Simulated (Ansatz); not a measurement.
```yaml
crystal:
  periodic: [false, false, false]
  atoms:
    - {symbol: C, position_ang: [0.830372, -1.257065, -1.651957]}
    - {symbol: W, position_ang: [0.186352, -0.059981, -0.016736]}
    - {symbol: C, position_ang: [1.105677, -1.268167, 1.472187]}
    - {symbol: C, position_ang: [-1.639125, -0.404838, -1.152793]}
    - {symbol: C, position_ang: [-1.352622, -0.253858, 1.511649]}
    - {symbol: C, position_ang: [1.794932, 1.324061, -0.153418]}
    - {symbol: C, position_ang: [-0.802317, 1.880257, -0.020047]}
    - {symbol: H, position_ang: [0.277034, -2.180576, -1.824966]}
    - {symbol: H, position_ang: [1.871332, -1.514328, -1.408631]}
    - {symbol: H, position_ang: [0.837763, -0.675777, -2.579062]}
    - {symbol: H, position_ang: [2.155546, -1.341957, 1.153886]}
    - {symbol: H, position_ang: [0.683384, -2.277695, 1.467617]}
    - {symbol: H, position_ang: [1.079550, -0.884933, 2.492692]}
    - {symbol: H, position_ang: [-2.526608, 0.134202, -0.829548]}
    - {symbol: H, position_ang: [-1.459652, -0.191547, -2.211320]}
    - {symbol: H, position_ang: [-1.832787, -1.481016, -1.059919]}
    - {symbol: H, position_ang: [-0.957642, 0.283892, 2.382919]}
    - {symbol: H, position_ang: [-2.333752, 0.150038, 1.273043]}
    - {symbol: H, position_ang: [-1.460440, -1.305992, 1.793727]}
    - {symbol: H, position_ang: [2.678378, 0.697722, -0.343693]}
    - {symbol: H, position_ang: [1.948028, 1.836622, 0.801211]}
    - {symbol: H, position_ang: [1.725129, 2.072936, -0.942914]}
    - {symbol: H, position_ang: [-1.875101, 1.883857, 0.158245]}
    - {symbol: H, position_ang: [-0.614411, 2.293522, -1.019142]}
    - {symbol: H, position_ang: [-0.319030, 2.540631, 0.706951]}
basis:
  gaussian: {orbitals: def2-SVP}
total_charge: 3
magnetization: {spin_polarized: true, initial_magnetization: 1}
hamiltonian: {xc: {name: revPBE}, dispersion: d4}
```

```sh
$ ansatz run in.yaml --threads 4 --pin off --events-out ev --progress --plain --max-ram 66560MiB --backend cpu
```

Shortened log:

```
Functional definition: revPBE
2299 factors; their error is unknown
mean field evaluation 1: about -8253.4754 eV, gradient 9.2e1 eV
mean field evaluation 2: about -8094.1729 eV, gradient 1.7e2 eV
mean field evaluation 4: about -8287.0227 eV, gradient 3.2e1 eV
mean field evaluation 8: about -8293.3134 eV, gradient 1.1e1 eV
mean field evaluation 16: about -8294.1149 eV, gradient 4.7e-1 eV
mean field evaluation 32: about -8294.0177 eV, gradient 8.6e-4 eV
mean field evaluation 160: about -8294.0176 eV, gradient 7.3e-4 eV
mean field -8294.01766050 eV, -304.7995271361 hartree, gradient 3.0e-6 eV, S^2 1.196862; 10 other end points of the search recorded, 0 dependent functions left out
reference -8294.01772774 eV, -304.7995296073 hartree; 33, 32 occupied and 173, 174 virtual orbitals, 2299 factors
Total energy: -8295.48840000 eV, -304.8535758162 hartree
```

Question: Something in this input is off. What?

Answer: The charge is far from anything that the molecule holds. The run converged. The result belongs to that input, not to the molecule as meant.
